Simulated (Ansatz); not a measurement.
COS, charge -1, doublet, geometry from GFN2-xTB (a state made from the parent by changing its charge; the spin is typed, not shown lowest) (a gas-phase anion, which may not be bound at this level); Ansatz (an electronic-structure program) with CCSD(T)/def2-TZVP.

Here is a job for Ansatz.
Ansatz 0.2 input:
```yaml
crystal:
  periodic: [false, false, false]
  atoms:
    - {symbol: O, position_ang: [-1.64907801, -0.03336150, -0.05941692]}
    - {symbol: C, position_ang: [-0.52949391, 0.41701461, 0.12119998]}
    - {symbol: S, position_ang: [1.02309922, -0.13969972, -0.01574153]}
basis:
  gaussian:
    orbitals: def2-TZVP
total_charge: -1
magnetization: {spin_polarized: true, initial_magnetization: 1}
correlation: {method: ccsd_t, diis_vectors: 2}
```

**Question.** Write the output that Ansatz gives for this input, abridged.

**Answer.** 
```
Functional definition: HF
625 factors; integrals over basis functions are off by at most 1.0e-3 eV
mean field evaluation 1: about -13884.1941 eV, gradient 1.9e1 eV
mean field evaluation 2: about -13884.2002 eV, gradient 1.9e1 eV
mean field evaluation 4: about -13886.3470 eV, gradient 2.6e0 eV
mean field evaluation 8: about -13886.4603 eV, gradient 3.6e-1 eV
mean field evaluation 16: about -13884.1972 eV, gradient 1.9e1 eV
mean field evaluation 32: about -13884.2066 eV, gradient 3.4e-1 eV
mean field evaluation 64: about -13884.2375 eV, gradient 1.0e-1 eV
mean field -13886.46383088 eV, -510.3181332017 hartree, gradient 2.9e-6 eV, S^2 0.771204; 1 other end points of the search recorded, 0 dependent functions left out
determinant -13886.46383088 eV, -510.3181332017 hartree, with singles and doubles -13901.53968398 eV, -510.8721605844 hartree
determinant -13884.24326169 eV, -510.2365287889 hartree, with singles and doubles -13899.41329402 eV, -510.7940171946 hartree
7 core orbitals not correlated
reference -13886.46383088 eV, -510.3181332017 hartree; 9, 8 occupied and 83, 84 virtual orbitals, 625 factors
second order -14.66577725 eV of doubles, -0.00000000 eV of singles
cycle   1  -14.99907894 eV  change   -9.5e-1 eV  update   2.1e-2
cycle   2  -15.03631045 eV  change   -3.7e-2 eV  update   5.7e-3
cycle   3  -15.03381592 eV  change    2.5e-3 eV  update   3.6e-3
cycle   4  -15.03589703 eV  change   -2.1e-3 eV  update   1.7e-3
cycle   5  -15.03659318 eV  change   -7.0e-4 eV  update   8.8e-4
cycle   6  -15.03673778 eV  change   -1.4e-4 eV  update   3.4e-4
cycle   7  -15.03687739 eV  change   -1.4e-4 eV  update   1.9e-4
cycle   8  -15.03688833 eV  change   -1.1e-5 eV  update   9.9e-5
cycle   9  -15.03685670 eV  change    3.2e-5 eV  update   6.5e-5
cycle  10  -15.03683795 eV  change    1.9e-5 eV  update   3.9e-5
cycle  11  -15.03682182 eV  change    1.6e-5 eV  update   2.2e-5
cycle  12  -15.03680919 eV  change    1.3e-5 eV  update   1.4e-5
perturbative correction -0.79375978 eV, -0.0291701337 hartree
Total energy: -13902.29439985 eV, -510.8998958810 hartree
```
